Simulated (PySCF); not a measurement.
PBE on Ga- (gallium, charge -1), [Ar] 3d10 4s2 4p2, high-spin 3P determinant. All numbers are calculated (PySCF 2.14, no relativity, point nucleus, in dyall-av2z (16s12p8d, 92 functions)).

```
cycle= 1 E= -1924.5609027241  delta_E= -0.029  |g|= 0.242  |ddm|= 0.273
cycle= 2 E= -1924.54489857629  delta_E= 0.016  |g|= 0.486  |ddm|= 0.167
cycle= 3 E= -1924.56786185733  delta_E= -0.023  |g|= 0.0273  |ddm|= 0.118
cycle= 4 E= -1924.56775348672  delta_E= 0.000108  |g|= 0.0163  |ddm|= 0.103
cycle= 5 E= -1924.56812572144  delta_E= -0.000372  |g|= 0.000982  |ddm|= 0.0608
cycle= 6 E= -1924.56812661818  delta_E= -8.97e-07  |g|= 4.66e-05  |ddm|= 0.00292
cycle= 7 E= -1924.56812662263  delta_E= -4.45e-09  |g|= 4.81e-06  |ddm|= 0.000238
cycle= 8 E= -1924.56812662267  delta_E= -4.46e-11  |g|= 2.85e-07  |ddm|= 1.99e-05
converged SCF energy = -1924.56812662267  <S^2> = 2.0016528  2S+1 = 3.0011016
```

Highest occupied orbital energy: 1.328 eV; ⟨L²⟩ = 2.00; populations by l: s 8.00, p 14.00, d 10.00.

(1) Can this result be used?

Answers

(1) With care. The run converged. At PBE the highest occupied level has a positive energy, so only the finite basis holds that electron; in a semilocal or global hybrid functional this comes from self-interaction and does not mean that the real anion is unbound.
